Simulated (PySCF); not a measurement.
**NMR data sheet: C$_{6}$H$_{11}$NOSi**

```
Formula                               : C6H11NOSi
SMILES                                : [H]/N=C\C=C/C(=O)CC[SiH3]
InChI                                 : InChI=1S/C6H11NOSi/c7-4-1-2-6(8)3-5-9/h1-2,4,7H,3,5H2,9H3/b2-1-,7-4-
Point group of the computed structure : C1
Degrees of unsaturation               : 3
Carbon signals                        : 6
Proton signals                        : 7
```

Molfile (atoms numbered from 1):
```
C6H11NOSi
     RDKit          3D

 20 19  0  0  0  0  0  0  0  0999 V2000
    2.3373    1.1559    1.6065 N   0  0  0  0  0  0  0  0  0  0  0  0
    2.9480    1.0608    0.5143 C   0  0  0  0  0  0  0  0  0  0  0  0
    2.4590    1.0629   -0.8713 C   0  0  0  0  0  0  0  0  0  0  0  0
    1.2577    0.7072   -1.3493 C   0  0  0  0  0  0  0  0  0  0  0  0
    0.0801    0.2416   -0.5972 C   0  0  0  0  0  0  0  0  0  0  0  0
   -0.2111    0.6178    0.5193 O   0  0  0  0  0  0  0  0  0  0  0  0
   -0.8019   -0.7225   -1.3426 C   0  0  0  0  0  0  0  0  0  0  0  0
   -1.6752   -1.5159   -0.3825 C   0  0  0  0  0  0  0  0  0  0  0  0
   -2.5216   -0.4265    0.9460 Si  0  0  0  0  0  4  0  0  0  0  0  0
    1.3222    1.2402    1.5406 H   0  0  0  0  0  0  0  0  0  0  0  0
    4.0335    0.9820    0.5827 H   0  0  0  0  0  0  0  0  0  0  0  0
    3.2206    1.3310   -1.5956 H   0  0  0  0  0  0  0  0  0  0  0  0
    1.1173    0.6943   -2.4241 H   0  0  0  0  0  0  0  0  0  0  0  0
   -1.4316   -0.1127   -2.0003 H   0  0  0  0  0  0  0  0  0  0  0  0
   -0.1931   -1.3696   -1.9812 H   0  0  0  0  0  0  0  0  0  0  0  0
   -2.4247   -2.0576   -0.9586 H   0  0  0  0  0  0  0  0  0  0  0  0
   -1.0588   -2.2678    0.1123 H   0  0  0  0  0  0  0  0  0  0  0  0
   -2.8035    0.9070    0.4143 H   0  0  0  0  0  0  0  0  0  0  0  0
   -3.8339   -1.0685    1.1553 H   0  0  0  0  0  0  0  0  0  0  0  0
   -1.8253   -0.4489    2.2244 H   0  0  0  0  0  0  0  0  0  0  0  0
 10  1  1  0
  1  2  2  0
  2  3  1  0
  3  4  2  0
  4  5  1  0
  5  6  2  0
  5  7  1  0
  7  8  1  0
  8  9  1  0
  2 11  1  0
  3 12  1  0
  4 13  1  0
  7 14  1  0
  7 15  1  0
  8 16  1  0
  8 17  1  0
  9 18  1  0
  9 19  1  0
  9 20  1  0
M  END
```

Method: σ from GIAO-PBE0/pcSseg-1, coordinates at the GFN2-xTB level, in PySCF (non-relativistic, gas phase, fast rotation and ring inversion assumed for equivalent nuclei, one computed conformer).

Shifts are taken against calculated references (same method and geometry level): 1H (31.72 ppm), 13C (186.93 ppm), 29Si (349.16 ppm) vs TMS; 15N (267.73 ppm) vs NH3; 17O (336.08 ppm) against H2O.

| carbon | δC, type | δH (multiplicity) | HMBC from (2–3 bonds) | span of the C tensor (ppm) |
| --- | --- | --- | --- | --- |
| C2 | 163.7, CH | 8.38 (d) | H13, H12 | 214 |
| C3 | 143.8, CH | 6.29 (m) | H11, H13 | 215 |
| C4 | 139.4, CH | 6.49 (d) | H11, H12, H14/H15 | 190 |
| C5 | 210.9, C | – | H13, H12, H14/H15, H16/H17 | 205 |
| C7 | 43.2, CH2 | 2.83 (t) | H13, H18/H19/H20, H16/H17 | 41 |
| C8 | 4.6, CH2 | 0.78 (m) | H18/H19/H20, H14/H15 | 18 |

Other nuclei:
| atoms | nucleus | environment | δ (ppm) | σ (ppm) |
| --- | --- | --- | --- | --- |
| H10 | 1H | hydrogen on an imine nitrogen | 14.40 | 17.31 |
| H18/H19/H20 | 1H | hydrogen on a silicon bonded to C | 4.23 | 27.49 |
| Si9 | 29Si | silicon bonded to C, 3 H | -73.6 | 422.8 |
| N1 | 15N | imine nitrogen | 420.2 | -152.4 |
| O6 | 17O | ketone oxygen | 611.8 | -275.7 |

1. Carbon types of the structure: 1 × C, 3 × CH, 2 × CH2, leaving 4 H on heteroatoms.
2. δC 210.9: ketone carbonyl carbon; low-lying n→π* states of the double bond to the heteroatom give a large paramagnetic term (-277 ppm).
3. δC 163.7: C=N carbon.
4. δC 143.8: β carbon of a C=C–C=O unit; conjugation with the carbonyl draws π density from the β position.
5. δC 139.4: α carbon of a C=C–C=O unit; an sp2 carbon of a C=C bond.
6. δH 14.40: hydrogen on an imine nitrogen; labile proton, position sensitive to the medium.

OH and NH positions are those of a molecule without intermolecular hydrogen bonds; in solution they move with solvent, concentration and temperature, and exchange usually removes their couplings. Shifts are as computed. Against solution values, carbons near 30 ppm lie about +3 ppm off and those near 130 ppm about +5 ppm. Of 1309 compounds with measured shifts, 239 miss one by over three times the rms of a fit or turn the order of signals round; such compounds aren't used in these exercises. Unscaled 17O shifts of doubly bonded oxygen tend to come out too high, by tens of ppm or more. Experimental scales use liquid or dissolved standards, which lie at an offset from isolated NH3 (liquid NH3: subtract about 20 ppm) and H2O (liquid H2O: subtract about 36 ppm). Unscaled 15N shifts of sp2 nitrogen come out 20 to 40 ppm too high even then. Multiplicities follow the n + 1 count of equivalent neighbours, as no J values were calculated; m marks all less simple cases, F and P coupling included.
